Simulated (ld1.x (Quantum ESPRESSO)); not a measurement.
# Which change was made? (As, TM)

ld1.x (Quantum ESPRESSO) 7.5 input, shortened:

```
&input
   title='As', zed=33., rel=1, dft='PZ', iswitch=3,
   config='[Ar] 3d10 4s2 4p3'
 /
 &inputp
   pseudotype=2, tm=.true., lloc=0,
   nlcc=.true., new_core_ps=.true.
 /
2
4P  2  1   3.00   0.00  2.15  2.15  0.0
4S  1  0   2.00   0.00  1.20  1.20  0.0
 &test
   configts(1)='4s2 4p3'
 /
```

Cutoffs, loose and tight: the cutoffs (Ry, on a coarse ladder) from which the occupation-weighted sum of valence levels, in a spherical-Bessel basis at the reference potential, stays within 10 and 1 mRy of its value at 400 Ry. They do not see the model core or the augmentation charge, which bear on the density cutoff. Test errors are all-electron minus pseudo excitation energies from the reference, over the configurations 4s2 4p2; 4s2 4p1; 4s2 4p0; 4s1 4p4; 4s2 4p3.3; 4s1 4p3; 4s2 4p2.5 (two spin-polarised tests are not counted in the largest error); variants that change the core or the reference have their own tests. The largest error is taken over the tests solved by every variant that gives reliable tests at all, those not shown here included: 4s1 4p3; 4s1 4p4; 4s2 4p0; 4s2 4p1; 4s2 4p2; 4s2 4p2.5.

The base gives: outcome: generated; cutoff, loose: 70 Ry; cutoff, tight: 160 Ry; bound ghosts: p; largest test error (meV): -78.

After one change the result is: outcome: generated; cutoff, loose: 260 Ry; cutoff, tight: over 300 Ry; bound ghosts: p, s (extra level of the local part); largest test error (meV): +39. Which change was it?
A. type PAW; waves now 4s (bound): rcut 1.05, rcutus 1.20 bohr; 4s channel at 0.1 Ry: rcut 1.05, rcutus 1.20 bohr; 4p (bound): rcut 1.85, rcutus 2.15 bohr; 4p channel at 0.7 Ry: rcut 1.85, rcutus 2.15 bohr; local potential all-electron potential smoothed inside 2.05 bohr (lloc = -2); augmentation PSQ, radius 0.80 bohr
B. wave 4s (bound): rc 1.20 bohr becomes 4s (bound): rc 1.86 bohr
C. wave 4s (bound): rc 1.20 bohr becomes 4s (bound): rc 0.94 bohr

C. The others give: type PAW; waves now 4s (bound): rcut 1.05, rcutus 1.20 bohr; 4s channel at 0.1 Ry: rcut 1.05, rcutus 1.20 bohr; 4p (bound): rcut 1.85, rcutus 2.15 bohr; 4p channel at 0.7 Ry: rcut 1.85, rcutus 2.15 bohr; local potential all-electron potential smoothed inside 2.05 bohr (lloc = -2); augmentation PSQ, radius 0.80 bohr → outcome: failed: new_paw_hamiltonian: negative rho | wave 4s (bound): rc 1.20 bohr becomes 4s (bound): rc 1.86 bohr → outcome: generated; cutoff, loose: 30 Ry; cutoff, tight: 40 Ry; bound ghosts: none; largest test error (meV): -83.
